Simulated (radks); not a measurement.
Results of a calculation; reference values are marked as such.
Ionisation of neutral potassium, [Ar] 4s1, to K+, [Ar], under several functionals. Non-relativistic Kohn-Sham, spin-polarised, spherical densities, point nucleus; open shells are filled with parallel spins first; a radial shooting solver on a logarithmic mesh with Libxc functionals.

functional,E(K) (hartree),Exc (hartree),IE (eV),-e(HOMO) (eV),<r> HOMO (bohr),IE error (eV)
"LDA (Slater exchange, Perdew-Wang correlation)",-598.19918,-31.65090,4.529,2.616,4.841,+0.189
PBEsol,-598.91670,-32.38958,4.374,2.534,4.928,+0.033
exchange-only PBE,-598.98031,-32.45317,4.271,2.289,5.076,-0.069
TPSS,-599.94109,-33.44523,4.258,2.469,5.047,-0.083
r2SCAN,-599.88753,-33.39841,4.252,2.585,4.984,-0.089
Tao-Mo meta-GGA,-599.75893,-33.25830,4.286,2.524,5.021,-0.054
PW91,-599.91801,-33.42021,4.475,2.562,4.936,+0.134
PBE,-599.71047,-33.20591,4.449,2.534,4.947,+0.109
"LDA (Slater exchange, Perdew-Zunger correlation)",-598.19662,-31.64785,4.527,2.615,4.843,+0.187
HCTH/407,-600.03422,-33.57743,4.298,2.484,5.058,-0.043

NIST Atomic Spectra Database: 4.341 eV (measured). Closest: PBEsol. The Delta-SCF values span 0.28 eV, the total energies 1.84 hartree. The highest occupied level is 4s.
